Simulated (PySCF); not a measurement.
dialuminium oxide (Al2O), SMILES [Al][O][Al] (connectivity only; charge and spin as stated), neutral, multiplicity 1.

Coordinates come from a r2SCAN-D4/def2-TZVP optimisation.

Two levels are set side by side: TDA-PBE/def2-TZVPD (PySCF) and TDA-B3LYP/def2-TZVPD (PySCF). Vertical, same geometry. The lowest singlet is HOMO→LUMO 83 %, HOMO−1→LUMO+3 16 % with PBE and HOMO→LUMO 90 % with the other functional; states are paired by order. Differences are taken from unrounded values.

```csv
quantity,TDA-B3LYP
lowest singlet excitation (eV),4.27
lowest triplet excitation (TDA) (eV),2.95
first bright state (f over 0.05) (eV),4.27
its oscillator strength,0.14
```

**Question.** What does TDA-PBE give, and how far is it from TDA-B3LYP? (An estimate is asked for; the answer gives what the named calculation found.)

**Answer.** 
| quantity | TDA-PBE | TDA-PBE minus TDA-B3LYP |
|---|---|---|
| lowest singlet excitation (eV) | 3.76 | -0.51 |
| lowest triplet excitation (TDA) (eV) | 2.72 | -0.23 |
| first bright state (f over 0.05) (eV) | 3.76 | -0.51 |
| its oscillator strength | 0.07 | -0.07 |

A lower first singlet is the usual sign of a functional without exact exchange. Differences between two approximate levels are no errors against the true value.

Rough cost on one machine, each run with all the roots and properties that it gave: TDA-B3LYP against TDA-PBE about 2 times.
